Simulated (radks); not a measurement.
Values are calculated unless marked as measured or tabulated.
How relativity changes the ionisation of neutral lithium ([He] 2s1) to Li+ ([He]). Spin-unpolarised spherical Kohn-Sham, BLYP, point nucleus unless stated (finite: rms radius 2.444 fm), a radial shooting solver on a logarithmic mesh with Libxc functionals. A level marked "c x" has the speed of light scaled by that factor.

level,E(Li) (hartree),E(Li+) (hartree),IE (eV),HOMO,<r> HOMO (bohr)
non-rel.,-7.47498,-7.27943,5.321,2s,3.886
scalar-rel.,-7.47581,-7.28025,5.322,2s,3.885
"scalar-rel., finite nucleus",-7.47581,-7.28025,5.322,2s,3.885
Dirac,-7.47581,-7.28025,5.322,2s1/2,3.885
"Dirac, finite nucleus",-7.47581,-7.28025,5.322,2s1/2,3.885
"Dirac, c x 0.75",-7.47646,-7.28088,5.322,2s1/2,3.885
"Dirac, c x 1.5",-7.47535,-7.27979,5.321,2s1/2,3.886
"Dirac, c x 5",-7.47501,-7.27946,5.321,2s1/2,3.886

NIST Atomic Spectra Database: 5.392 eV (measured). The relativistic part of the total energy of Li is -0.0008358 hartree (Dirac, finite nucleus), 0.011 % of the non-relativistic value. Spin polarisation and multiplet splitting of open shells are left out at every level.

Beside tabulated values, note that spin-unpolarised runs miss the spin-polarisation part of the exchange energy of open shells.
